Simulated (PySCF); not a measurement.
BrFHNOW, SMILES [NH]=[W](=[O])([F])[Br], multiplicity 1. Geometry: B3LYP-D3(BJ)/def2-SVP. The spin state was assumed, not searched. The structure was generated by enumeration; whether it is a known compound was not checked. The def2 effective core potentials stand for the cores of W; spin–orbit coupling is left out.

These are PySCF with B3LYP-D3(BJ)/def2-SVP values and carry that method's errors.

Harmonic wavenumbers (cm⁻¹): 125, 163, 211, 241, 283, 325, 540, 648, 698, 996, 1036, 3603. Rotational constants (GHz): 3.564, 1.063, 1.024; symmetry number 1.

### Question
Work out the zero-point energy and the ideal-gas rigid-rotor harmonic-oscillator thermochemistry at 298.15 K and 1 atm.

### Answer
ZPE = ½ Σ hcν = ½ × 8870 cm⁻¹ = 12.68 kcal/mol. H − E(el) = 17.37 kcal/mol. Entropy in cal/(mol K): translation 43.13, rotation 28.81, vibration 13.58, total 85.51. G − E(el) = -8.13 kcal/mol. Cp = 22.34 cal/(mol K). Modes under 150 cm⁻¹ make the vibrational entropy uncertain.
